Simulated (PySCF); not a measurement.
## Computed spin Hamiltonian

Compound: C6H9FO (charge +1 and doublet state).
Z-matrix (Å and degrees, GFN2-xTB geometry), rows numbered from 1:
```
C 
C   1  1.3557
C   2  1.4792  1  124.64
C   3  1.5258  2  107.61  1  -178.62
O   4  1.3722  3  110.44  2  -139.37
C   4  1.5807  3  104.60  2   -17.36
F   6  1.3539  4  110.00  3   146.10
C   2  1.4851  1  124.97  3   179.08
H   1  1.0779  2  121.54  3     0.99
H   1  1.0779  2  121.45  3  -179.21
H   3  1.0959  2  112.89  1   -54.57
H   3  1.0996  2  110.70  1    61.83
H   4  1.1036  3  111.02  2    95.52
H   5  0.9687  4  113.37  3  -166.28
H   6  1.0976  4  109.72  3   -96.00
H   8  1.0914  2  113.20  1   -39.88
H   8  1.0988  2  109.60  1    79.31
```

The hyperfine couplings belong to this conformer and change with its torsions.

Identity: `[CH2+][C]1C[C@@H](O)[C@H](F)C1` [radical] (charge +1).

Method used: UKS B3LYP, pcH-1 on C F H O, non-relativistic, mean-field spin-orbit, GIAO in PySCF. Geometry: GFN2-xTB, one conformer, isolated ion. A GFN2-xTB geometry isn't a minimum of the functional, and hyperfine couplings can be far from their values at a DFT geometry, by a factor of two or more for some ions and for spin on atoms past the first row. No stability test was run, so a lower SCF solution isn't excluded.

* g1, g2, g3: 2.00261, 2.00460, 2.00586
* g_iso: 2.00436
* Form of g: rhombic: the two nearest values differ by 39 % of g3 − g1
* ⟨S²⟩: 0.7548 (exact 0.7500)
* α and β electrons: 31, 30
* HOMO–LUMO gap, α and β orbitals: 5.95, 1.05 eV
* Total energy: -408.78833 Eh

Hyperfine couplings atom by atom, in 10⁻⁴ cm⁻¹; T1 to T3 are the principal values of the dipolar part; ρ(0) is the spin density at the nucleus (1 × 10⁻⁴ cm⁻¹ = 2.998 MHz):

```csv
atom,isotope,a_iso,T1,T2,T3,Mulliken spin population,ρ(0) (bohr⁻³)
C1,13C,10.7,-13.8,-13.3,27.1,0.50,0.0284
C2,13C,-0.7,-6.1,-4.7,10.8,0.19,-0.0018
C3,13C,-3.7,-1.9,-1.2,3.2,0.00,-0.0099
C4,13C,-3.9,-1.3,-0.8,2.2,0.00,-0.0103
O5,17O,-4.2,-14.6,7.2,7.4,0.14,0.0210
C6,13C,1.4,-2.8,-2.6,5.3,0.06,0.0036
F7,19F,3.7,-12.3,-11.5,23.9,0.02,0.0026
C8,13C,-1.5,-1.8,-1.3,3.0,0.01,-0.0039
H9,1H,-10.7,-6.2,-1.2,7.5,-0.02,-0.0072
H10,1H,-10.8,-6.3,-1.2,7.5,-0.02,-0.0072
H11,1H,36.5,-1.8,-0.6,2.4,0.04,0.0245
H12,1H,33.7,-2.1,-0.1,2.1,0.03,0.0226
H13,1H,20.7,-1.0,-0.3,1.4,0.02,0.0139
H14,1H,-3.1,-3.2,-1.4,4.7,0.00,-0.0021
H15,1H,-1.6,-1.2,-0.3,1.5,0.00,-0.0011
H16,1H,0.2,-1.4,0.2,1.2,0.00,0.0002
H17,1H,31.0,-1.3,-0.8,2.2,0.03,0.0208
```

The Mulliken spin populations are largest on C1 (+0.50), C2 (+0.19), O5 (+0.14) and C6 (+0.06).

C2, the radical centre as drawn in `[CH2+][C]1C[C@@H](O)[C@H](F)C1`, holds a spin population of +0.19 out of 1.

Axes: g3 points within 6° of the O5–H14 bond.

Under fast tumbling the dipolar parts average out, and these isotropic splittings remain (the largest six): 1 × 1H (H11, I = 1/2, 2 lines) with 3.90 mT, 1 × 1H (H12, I = 1/2, 2 lines) with 3.60 mT, 1 × 1H (H17, I = 1/2, 2 lines) with 3.31 mT, 1 × 1H (H13, I = 1/2, 2 lines) with 2.22 mT, 1 × 1H (H10, I = 1/2, 2 lines) with 1.15 mT and 1 × 1H (H9, I = 1/2, 2 lines) with 1.15 mT.

H9 and H10 aren't averaged: C1 is flat or nearly so (angle sum 360°), and its turn about the short C1–C2 bond (1.36 Å) is taken as slow.

The 13C coupling of C1 (31.9 MHz) shows only in satellite lines or after enrichment, since that isotope makes up about 1.07 % of natural carbon.

The 17O coupling of O5 (-12.7 MHz) shows only in satellite lines or after enrichment, since that isotope makes up about 0.038 % of natural oxygen.

The run took 84 s wall (with the writing of density and orbital grids) on an Arm Neoverse V1 with one thread, shared host, and the process peaked at 0.97 GiB of memory.
